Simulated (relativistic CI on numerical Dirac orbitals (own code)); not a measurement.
# Forbidden transitions in Tb XLVII

Method of calculation: Dirac-Coulomb-Breit CI, KLI orbitals optimised for each configuration, QED by a radiative potential, unscaled Slater integrals (own radial code, finite nucleus).

Configurations in the expansion (outside the closed core [Ne]): 3s²3p⁶3d, 3s²3p⁵3d², 3s3p⁶3d², 3s²3p⁶4s, 3s²3p⁶4p, 3s²3p⁶4d, 3s²3p⁵3d4s, 3s²3p⁶4f, 3s²3p⁵3d4p, 3s²3p⁵3d4d, 3s3p⁶3d4s, 3p⁶3d²4p, 3s²3p⁵3d4f, 3s3p⁶3d4p, 3s3p⁶3d4d, 3s²3p⁶5s, 3s3p⁶3d4f, 3s²3p⁶5p, 3s²3p⁶5d, 3s²3p⁶5f, 3s²3p⁶5g, 3p⁶3d³, 3p⁵3d⁴, 3p⁵3d³4s, 3p⁶3d²4s, 3p⁵3d²4s², 3p⁶3d²4d, 3p⁵3d³4d, 3p⁵3d²4s4d. Double excitations out of closed p, d and f shells are left out; levels of such configurations are missing from the list, as are those of other unlisted configurations, and high levels can miss mixing partners. These lack a partner that the ground configuration has and come out too high: 3s²3p⁵3d4p, 3s²3p⁵3d4f.

```
λ vac (Å)                   Lower                     Upper  Type   A (s⁻¹)        gf  Branching (%)
   6.9846   3s²3p⁵3d² ²G°9/2 [18]  3s²3p⁵3d4d ⁴G°11/2 [392]    E2  4.19e+09  3.68e-04            3.5
   7.0003  3s²3p⁵3d² ²H°11/2 [13]  3s²3p⁵3d4d ⁴H°13/2 [371]    E2  4.87e+09  5.00e-04            4.8
   7.0023      3s²3p⁶3d ²D3/2 [1]      3s²3p⁶4d ²D3/2 [270]    E2  1.53e+10  4.51e-04            2.8
   7.0365    3s²3p⁵3d² ²G°7/2 [6]   3s²3p⁵3d4d ²H°9/2 [336]    E2  8.84e+09  6.56e-04            3.4
   7.0615  3s²3p⁵3d² ⁴G°11/2 [21]  3s²3p⁵3d4d ⁴G°11/2 [392]    E2  5.39e+09  4.84e-04            4.5
   7.0884    3s²3p⁵3d² ⁴G°9/2 [9]  3s²3p⁵3d4d ⁴H°11/2 [351]    E2  5.15e+09  4.66e-04            4.2
   7.0891  3s²3p⁵3d² ⁴G°11/2 [21]   3s²3p⁵3d4d ⁴F°9/2 [384]    E2  5.49e+09  4.14e-04            3.6
   7.0939    3s²3p⁵3d² ⁴G°9/2 [9]   3s²3p⁵3d4d ²G°9/2 [350]    E2  4.64e+09  3.50e-04            3.8
   7.1045      3s²3p⁶3d ²D5/2 [2]      3s²3p⁶4d ²D5/2 [273]    E2  1.69e+10  7.67e-04            5.1
   7.1158   3s²3p⁵3d² ⁴F°7/2 [10]   3s²3p⁵3d4d ⁴F°7/2 [347]    E2  1.08e+10  6.58e-04            3.4
   7.1247  3s²3p⁵3d² ²H°11/2 [13]  3s²3p⁵3d4d ⁴H°11/2 [351]    E2  5.53e+09  5.05e-04            4.5
   7.1303  3s²3p⁵3d² ²H°11/2 [13]   3s²3p⁵3d4d ²G°9/2 [350]    E2  5.59e+09  4.26e-04            4.6
   7.1313   3s²3p⁵3d² ²G°9/2 [25]  3s²3p⁵3d4d ⁴G°11/2 [382]    E2  4.58e+09  4.19e-04            3.4
   7.1343  3s²3p⁵3d² ⁴G°11/2 [21]   3s²3p⁵3d4d ⁴F°9/2 [372]    E2  8.67e+09  6.61e-04            7.5
   7.1380  3s²3p⁵3d² ⁴G°11/2 [21]  3s²3p⁵3d4d ⁴H°13/2 [371]    E2  6.68e+09  7.14e-04            6.6
   7.1625   3s²3p⁵3d² ²G°9/2 [25]   3s²3p⁵3d4d ²F°7/2 [374]    E2  6.75e+09  4.15e-04            3.2
   8.0595      3s²3p⁶3d ²D3/2 [1]      3s²3p⁶4s ²S1/2 [158]    E2  9.18e+09  1.79e-04           33.8
   8.0833    3s²3p⁵3d² ²G°7/2 [6]   3s²3p⁵3d4s ²F°7/2 [260]    E2  3.71e+09  2.90e-04           18.1
   8.2845      3s²3p⁶3d ²D5/2 [2]      3s²3p⁶4s ²S1/2 [158]    E2  1.38e+10  2.85e-04           51.1
   8.3085  3s²3p⁵3d² ²H°11/2 [13]   3s²3p⁵3d4s ²F°7/2 [260]    E2  5.77e+09  4.77e-04           28.1
```

Terms are leading LS components. Brackets give the number of a level in order of energy, since labels repeat. The list gives strong lines, with weight on those to low levels, among the lowest 400 of 2758 levels, so that lines to higher ones, which can be the strongest, are missing. Levels whose partners in the same complex of configurations lie outside the list can be far off, and so can their lines. Rates are taken at the computed energies, electric ones in the length gauge.

At this charge energies of transitions that change n are usually good to better than 1 %, and those within a shell (Δn = 0) to a few per cent.

LS names give the leading component of a level, which can be under half, so a name can repeat, a term be missing and a line seem to break the LS rules.
